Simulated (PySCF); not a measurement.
# Multinuclear NMR of MeOCOCH(CF3)2

Atoms are numbered as in `[CH3:1][O:2][C:3](=[O:4])[CH:5]([C:6]([F:7])([F:8])[F:9])[C:10]([F:11])([F:12])[F:13]`. Each H is labelled by its parent atom.

PySCF calculation with shielding tensors at PBE0/pcSseg-1 (GIAO) and GFN2-xTB structure; a single conformation, non-relativistic, isolated molecule, rapidly exchanging positions averaged.

Task: What are the 19F shifts?

Result: 
```tsv
atoms	environment	σ (ppm)	δ (ppm)
F7/F8/F9/F11/F12/F13	fluorine of a CF3 group	248.4	-63.5
```

Shieldings were converted by a linear fit to measured shifts: 19F: δ = 146.13 − 0.903σ +14.6 on sp3 carbon (rms 6.0 ppm, 223 shifts, 7.0 ppm with the 5 outliers that the fit left out vs CFCl3, solution or neat liquid). Occasional misses reach two or three times the rms, and more in compound classes unlike the fitted ones.

On a 400 MHz spectrometer 19F resonates near 376.4 MHz, so 1 ppm is 376.4 Hz.

Task: What are the 17O shifts?

Result: 
| atoms | environment | σ (ppm) | δ (ppm) |
| --- | --- | --- | --- |
| O4 | ester carbonyl oxygen | -125.1 | 380.6 |
| O2 | ester alkoxy oxygen | 143.2 | 136.3 |

Shieldings were converted by a linear fit to measured shifts: 17O: δ = 266.70 − 0.911σ (rms 10.7 ppm, 155 shifts, 12.2 ppm with the 3 outliers that the fit left out vs liquid water, solution or neat liquid). Occasional misses reach two or three times the rms, and more in compound classes unlike the fitted ones.

On a 600 MHz spectrometer 17O resonates near 81.3 MHz, so 1 ppm is 81.3 Hz.
